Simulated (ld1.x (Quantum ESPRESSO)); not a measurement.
## Pseudopotential generation for Al (Z = 13): TM, LDA (PZ), scalar-relativistic.

ld1.x (Quantum ESPRESSO) 7.5 was run on this input:

```
&input
   title='Al', zed=13., rel=1, dft='PZ', iswitch=3,
   config='[Ne] 3s2 3p1 3d-2',
   nld=3, rlderiv=2.35, eminld=-3.0, emaxld=5.0, deld=0.02
 /
 &inputp
   pseudotype=2, tm=.true., lloc=0,
   nlcc=.true.,
   file_pseudopw='Al.UPF', file_wfcaegen='ae.wfc', file_wfcncgen='nc.wfc', file_beta='beta', file_chi='chi'
 /
3
3P  2  1   1.00   0.00  2.15  2.15  0.0
3D  3  2  -2.00   0.45  1.75  1.75  0.0
3S  1  0   2.00   0.00  1.80  1.80  0.0
 &test
   configts(1)='3s2 3p1'
 /
```

Command:

```bash
ld1.x < Al.in > Al.out
```

The program printed (shortened: banner, matrices, multipoles, cross overlaps and the repeated all-electron block are left out):

```
Program LD1 v.7.5
     --------------------------- All-electron run ----------------------------

     Al
     scalar relativistic calculation

     atomic number is 13.00
     dft =PZ   lsd =0 sic =0 latt =0  beta=0.20 tr2=1.0E-14
     Exchange-correlation= PZ
                           (   1   1   0   0   0   0   0)
     mesh =1135 r(mesh) = 100.48924 a.u. xmin = -7.00 dx = 0.01250
     1 Ry =  13.60569312 eV, c = 137.03599908

     n l     nl                  e(Ry)          e(Ha)          e(eV)
     1 0     1S 1( 2.00)      -110.5641       -55.2820     -1504.3012
     2 0     2S 1( 2.00)        -7.9008        -3.9504      -107.4954
     2 1     2P 1( 6.00)        -5.1237        -2.5619       -69.7115
     3 0     3S 1( 2.00)        -0.5759        -0.2880        -7.8357
     3 1     3P 1( 1.00)        -0.2050        -0.1025        -2.7889

     final scf error:  4.2E-15 reached in  21 iterations

     Etot =    -483.527466 Ry,    -241.763733 Ha,   -6578.726321 eV

     Ekin =     483.888145 Ry,     241.944073 Ha,    6583.633613 eV
     Encl =   -1158.185239 Ry,    -579.092619 Ha,  -15757.912938 eV
     Eh   =     225.717896 Ry,     112.858948 Ha,    3071.048423 eV
     Exc  =     -34.948269 Ry,     -17.474134 Ha,    -475.495419 eV

     normalization and overlap integrals

     s(1S/1S) =  1.000000  <r> =   0.1206  <r2> =    0.0196  r(max) =   0.0789
     s(2S/2S) =  1.000000  <r> =   0.6291  <r2> =    0.4751  r(max) =   0.4954
     s(2P/2P) =  1.000000  <r> =   0.6047  <r2> =    0.4656  r(max) =   0.4264
     s(3S/3S) =  1.000000  <r> =   2.5337  <r2> =    7.5170  r(max) =   2.0597
     s(3P/3P) =  1.000000  <r> =   3.4387  <r2> =   14.2581  r(max) =   2.6447

     ------------------------ End of All-electron run ------------------------

     --------------------- Generating NC pseudopotential ---------------------

      Generating local pot.: lloc=0, matching radius rcloc =   1.8000

      Computing core charge for nlcc:

       r > 1.31 : true rho core
       r < 1.31 : rho core = a sin(br)/r    a=   1.85  b=   2.07

      Integrated core pseudo-charge :   1.49

      Wfc   3P  rcut= 2.138  Using Troullier-Martins method

      Wfc   3D  rcut= 1.751  Using Troullier-Martins method

     ------------------- End of pseudopotential generation -------------------

     Computing logarithmic derivative in   2.34860
     Computing logarithmic derivative in   2.34860
     Computing the partial wave expansion
       no projector for channel:   0
     R is outside the sphere for l=    1 j= 0.00
     R is outside the sphere for l=    2 j= 0.00

     ---------------------- Testing the pseudopotential ----------------------

     Al
     scalar relativistic calculation

     atomic number is 13.00   valence charge is  3.00
     dft =PZ   lsd =0 sic =0 latt =0  beta=0.20 tr2=1.0E-14
     mesh =1135 r(mesh) = 100.48924 xmin = -7.00 dx = 0.01250

     n l     nl             e AE (Ry)        e PS (Ry)    De AE-PS (Ry)
     1 0     3S   1( 2.00)       -0.57591       -0.57591        0.00000
     2 1     3P   1( 1.00)       -0.20498       -0.20498       -0.00000

     eps = 9.1E-15  iter = 12

     Etot =    -483.527466 Ry,    -241.763733 Ha,   -6578.726321 eV
     Etotps =    -5.177261 Ry,      -2.588631 Ha,     -70.440230 eV

     Ekin =       1.251512 Ry,       0.625756 Ha,      17.027691 eV
     Encl =      -6.702872 Ry,      -3.351436 Ha,     -91.197222 eV
     Ehrt =       2.890031 Ry,       1.445015 Ha,      39.320873 eV
     Ecxc =      -2.587391 Ry,      -1.293695 Ha,     -35.203245 eV
     (Ecc =      -1.233015 Ry,      -0.616508 Ha,     -16.776024 eV)
     Epseu=      -0.028542 Ry,      -0.014271 Ha,      -0.388328 eV

     ---------------------- End of pseudopotential test ----------------------
```

Generation and configuration tests took about 2.7 s on one core of a shared server CPU.

Transferability test of the new file with ld1.x, input:

```
&input
   title='Al', zed=13., rel=1, dft='PZ', iswitch=2,
   config='[Ne] 3s2 3p1 3d-2'
 /
 &test
   file_pseudo='Al.UPF', nconf=10,
   configts(1)='3s2 3p1',
   configts(2)='3s2 3p0',
   configts(3)='3s1 3p0',
   configts(4)='3s2 3p0.5',
   configts(5)='3s0 3p3',
   configts(6)='3s1 3p2',
   configts(7)='3s1 3p1',
   configts(8)='3s2 3p1.3',
   configts(9)='3s2 3p1', lsdts(9)=1,
   configts(10)='3s1 3p0', lsdts(10)=1
 /
```

```bash
ld1.x < Al.test.in > Al.test.out
```

Pseudopotential blocks of its output, shortened (energy terms left out):

```
     ---------------------- Testing the pseudopotential ----------------------

     n l     nl             e AE (Ry)        e PS (Ry)    De AE-PS (Ry)
     1 0     3S   1( 2.00)       -0.57591       -0.57591        0.00000
     2 1     3P   1( 1.00)       -0.20498       -0.20498       -0.00000

     eps = 9.4E-15  iter = 12

     Etot =    -483.527466 Ry,    -241.763733 Ha,   -6578.726321 eV
     Etotps =    -5.177261 Ry,      -2.588631 Ha,     -70.440230 eV

     ---------------------- End of pseudopotential test ----------------------

          ---------------------- Testing the pseudopotential ----------------------

     n l     nl             e AE (Ry)        e PS (Ry)    De AE-PS (Ry)
     1 0     3S   1( 2.00)       -1.09686       -1.09628       -0.00058
     2 1     3P   1( 0.00)       -0.67303       -0.67270       -0.00032

     eps = 5.9E-17  iter =  7

     Etot =    -483.097743 Ry,    -241.548871 Ha,   -6572.879633 eV
     Etotps =    -4.747667 Ry,      -2.373833 Ha,     -64.595298 eV
     dEtot_ae =       0.429724 Ry
     dEtot_ps =       0.429595 Ry,   Delta E=       0.000129 Ry

     ---------------------- End of pseudopotential test ----------------------

          ---------------------- Testing the pseudopotential ----------------------

     n l     nl             e AE (Ry)        e PS (Ry)    De AE-PS (Ry)
     1 0     3S   1( 1.00)       -1.75925       -1.75831       -0.00094
     2 1     3P   1( 0.00)       -1.27835       -1.27809       -0.00026

     eps = 7.0E-15  iter =  6

     Etot =    -481.673544 Ry,    -240.836772 Ha,   -6553.502421 eV
     Etotps =    -3.324308 Ry,      -1.662154 Ha,     -45.229516 eV
     dEtot_ae =       1.853922 Ry
     dEtot_ps =       1.852953 Ry,   Delta E=       0.000969 Ry

     ---------------------- End of pseudopotential test ----------------------

          ---------------------- Testing the pseudopotential ----------------------

     n l     nl             e AE (Ry)        e PS (Ry)    De AE-PS (Ry)
     1 0     3S   1( 2.00)       -0.82198       -0.82173       -0.00025
     2 1     3P   1( 0.50)       -0.42514       -0.42500       -0.00014

     eps = 7.6E-16  iter =  9

     Etot =    -483.371280 Ry,    -241.685640 Ha,   -6576.601294 eV
     Etotps =    -5.021099 Ry,      -2.510550 Ha,     -68.315533 eV
     dEtot_ae =       0.156187 Ry
     dEtot_ps =       0.156162 Ry,   Delta E=       0.000024 Ry

     ---------------------- End of pseudopotential test ----------------------

          ---------------------- Testing the pseudopotential ----------------------

     n l     nl             e AE (Ry)        e PS (Ry)    De AE-PS (Ry)
     1 0     3S   1( 0.00)       -0.68961       -0.68948       -0.00013
     2 1     3P   1( 3.00)       -0.28998       -0.28955       -0.00043

     eps = 3.3E-15  iter =  7

     Etot =    -482.755335 Ry,    -241.377667 Ha,   -6568.220939 eV
     Etotps =    -4.404813 Ry,      -2.202407 Ha,     -59.930536 eV
     dEtot_ae =       0.772131 Ry
     dEtot_ps =       0.772448 Ry,   Delta E=      -0.000317 Ry

     ---------------------- End of pseudopotential test ----------------------

          ---------------------- Testing the pseudopotential ----------------------

     n l     nl             e AE (Ry)        e PS (Ry)    De AE-PS (Ry)
     1 0     3S   1( 1.00)       -0.63716       -0.63711       -0.00005
     2 1     3P   1( 2.00)       -0.25069       -0.25049       -0.00020

     eps = 2.2E-16  iter = 11

     Etot =    -483.148556 Ry,    -241.574278 Ha,   -6573.570989 eV
     Etotps =    -4.798268 Ry,      -2.399134 Ha,     -65.283768 eV
     dEtot_ae =       0.378910 Ry
     dEtot_ps =       0.378993 Ry,   Delta E=      -0.000083 Ry

     ---------------------- End of pseudopotential test ----------------------

          ---------------------- Testing the pseudopotential ----------------------

     n l     nl             e AE (Ry)        e PS (Ry)    De AE-PS (Ry)
     1 0     3S   1( 1.00)       -1.15566       -1.15486       -0.00080
     2 1     3P   1( 1.00)       -0.72388       -0.72321       -0.00067

     eps = 5.8E-15  iter =  8

     Etot =    -482.670025 Ry,    -241.335012 Ha,   -6567.060235 eV
     Etotps =    -4.320136 Ry,      -2.160068 Ha,     -58.778448 eV
     dEtot_ae =       0.857441 Ry
     dEtot_ps =       0.857125 Ry,   Delta E=       0.000316 Ry

     ---------------------- End of pseudopotential test ----------------------

          ---------------------- Testing the pseudopotential ----------------------

     n l     nl             e AE (Ry)        e PS (Ry)    De AE-PS (Ry)
     1 0     3S   1( 2.00)       -0.44704       -0.44712        0.00008
     2 1     3P   1( 1.30)       -0.09059       -0.09062        0.00003

     eps = 1.2E-15  iter = 13

     Etot =    -483.571403 Ry,    -241.785702 Ha,   -6579.324114 eV
     Etotps =    -5.221207 Ry,      -2.610604 Ha,     -71.038146 eV
     dEtot_ae =      -0.043937 Ry
     dEtot_ps =      -0.043946 Ry,   Delta E=       0.000009 Ry

     ---------------------- End of pseudopotential test ----------------------

          ---------------------- Testing the pseudopotential ----------------------

     n l     nl             e AE (Ry)        e PS (Ry)    De AE-PS (Ry)
     1 0     3S   1( 1.00)       -0.59287       -0.59310        0.00022
     2 1     3P   1( 1.00)       -0.22059       -0.22069        0.00010
     1 0     3S   2( 1.00)       -0.54881       -0.54848       -0.00033
     2 1     3P   2( 0.00)       -0.18010       -0.17992       -0.00018

     eps = 7.1E-15  iter = 13

     Etot =    -483.537442 Ry,    -241.768721 Ha,   -6578.862050 eV
     Etotps =    -5.187311 Ry,      -2.593655 Ha,     -70.576961 eV
     dEtot_ae =      -0.009976 Ry
     dEtot_ps =      -0.010050 Ry,   Delta E=       0.000074 Ry

     ---------------------- End of pseudopotential test ----------------------

          ---------------------- Testing the pseudopotential ----------------------

     n l     nl             e AE (Ry)        e PS (Ry)    De AE-PS (Ry)
     1 0     3S   1( 1.00)       -1.80641       -1.80593       -0.00048
     2 1     3P   1( 0.00)       -1.32028       -1.32054        0.00026
     1 0     3S   2( 0.00)       -1.65388       -1.65546        0.00158
     2 1     3P   2( 0.00)       -1.17855       -1.18068        0.00213

     eps = 1.9E-15  iter =  4

     Etot =    -481.704947 Ry,    -240.852474 Ha,   -6553.929691 eV
     Etotps =    -3.355677 Ry,      -1.677839 Ha,     -45.656315 eV
     dEtot_ae =       1.822519 Ry
     dEtot_ps =       1.821584 Ry,   Delta E=       0.000935 Ry

     ---------------------- End of pseudopotential test ----------------------
```
